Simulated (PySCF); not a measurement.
# Excitation energy of Pb by level of theory

Pb [Xe] 4f14 5d10 6s2 6p2 (3P) → Pb [Xe] 4f14 5d10 6s1 6p2 6d1 (high-spin determinant), as a difference of total energies. Computed with PySCF 2.14 in aug-cc-pwCVDZ-PP with ECP60MDF (6s5p4d1f, 48 functions), with a scalar-relativistic core potential. Correlated levels: valence and next inner shell: nothing frozen outside the core potential. The calculations carry no spin-orbit coupling.

```
                                method  excitation energy (eV)
                                   UHF                  11.814
    MP2 (valence and next inner shell)                  13.708
SCS-MP2 (valence and next inner shell)                  13.693
   CCSD (valence and next inner shell)                  13.320
CCSD(T) (valence and next inner shell)                  13.321
```

Problem. How much does correlation contribute at CCSD(T) (valence and next inner shell)?

Solution. 13.321 − (11.814) = 1.507 eV, measured against UHF.

Spin-orbit coupling is strong in these open shells (close to jj coupling). The scalar numbers leave it out and a first-order estimate fails, so it can dominate the gap to the real levels.

The upper state lies above the first ionisation limit.

The promoted electron is Rydberg-like, and one or two diffuse shells describe it only roughly, which tends to raise the upper state.

The coupled-cluster amplitudes are large for the upper state (T1 above 0.03 or a double amplitude above 0.15), so a single reference is strained.

The determinant of the upper state mixes LS terms, which raises its energy above the lowest term, most at the Hartree-Fock and MP2 levels.
